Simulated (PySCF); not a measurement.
**Basis and Hamiltonian dependence of the ionisation energy of Al⁺**

Al⁺ [Ne] 3s2 (1S) → Al²⁺ [Ne] 3s1 (2S). Calculated with PySCF 2.14 from differences of total energies of unrestricted determinants, without spin-orbit coupling. Values in eV.

| basis | Hamiltonian | functions | UHF | r2SCAN | PBE0 | MP2 (valence) | CCSD(T) (valence) | CCSD(T) (valence and next inner shell) |
| --- | --- | --- | --- | --- | --- | --- | --- | --- |
| def2-SVP | non-relativistic | 18 | 17.481 | n/a | n/a | 18.173 | 18.519 | n/a |
| Sapporo-DZP-2012 | spin-free X2C | 27 | 17.554 | n/a | n/a | 18.192 | 18.532 | n/a |
| aug-cc-pV(D+d)Z | non-relativistic | 32 | 17.547 | 18.410 | 18.695 | 18.242 | 18.603 | n/a |
| ANO-RCC-VTZP | spin-free X2C | 34 | 17.553 | 18.404 | 18.684 | 18.274 | 18.621 | 18.692 |
| cc-pVTZ-DK | spin-free X2C | 34 | 17.549 | n/a | 18.677 | 18.303 | 18.622 | n/a |
| aug-cc-pwCVDZ | non-relativistic | 36 | 17.540 | 18.396 | 18.682 | 18.235 | 18.595 | 18.700 |
| def2-TZVP | non-relativistic | 37 | 17.529 | n/a | n/a | 18.271 | 18.600 | n/a |
| dyall-av2z | non-relativistic | 50 | 17.520 | 18.371 | 18.656 | 18.221 | 18.579 | n/a |
| aug-cc-pV(T+d)Z | non-relativistic | 55 | 17.521 | 18.368 | 18.648 | 18.278 | 18.597 | n/a |
| aug-cc-pV(T+d)Z with one added diffuse shell each of s, p, d, f type | non-relativistic | 71 | 17.521 | 18.369 | 18.649 | 18.279 | 18.598 | n/a |
| aug-cc-pCVTZ-DK | spin-free X2C | 75 | 17.551 | 18.408 | 18.684 | 18.314 | 18.630 | 18.754 |
| dyall-av3z | spin-free X2C | 84 | 17.551 | 18.413 | 18.684 | 18.328 | 18.640 | n/a |
| aug-cc-pCVTZ-DK with one added diffuse shell each of s, p, d, f type | spin-free X2C | 91 | 17.551 | 18.408 | 18.684 | 18.315 | 18.630 | 18.754 |
| aug-cc-pCVQZ-DK | spin-free X2C | 134 | 17.550 | 18.413 | 18.683 | 18.350 | n/a | n/a |

Extrapolation of MP2 (valence) from aug-cc-pCVTZ-DK and aug-cc-pCVQZ-DK: the correlation parts are 0.763 and 0.800 eV; with the X⁻³ form and unrounded values, (4³ × 0.800 − 3³ × 0.763)/(4³ − 3³) = 0.826 eV, and adding the Hartree-Fock value 17.550 eV of the larger basis gives 18.377 eV.

Frozen in the all-electron rows: valence: [Ne]; valence and next inner shell: 1s2.

Reference for a calculation without spin-orbit coupling: 18.829 eV (measured, between term centres; NIST).
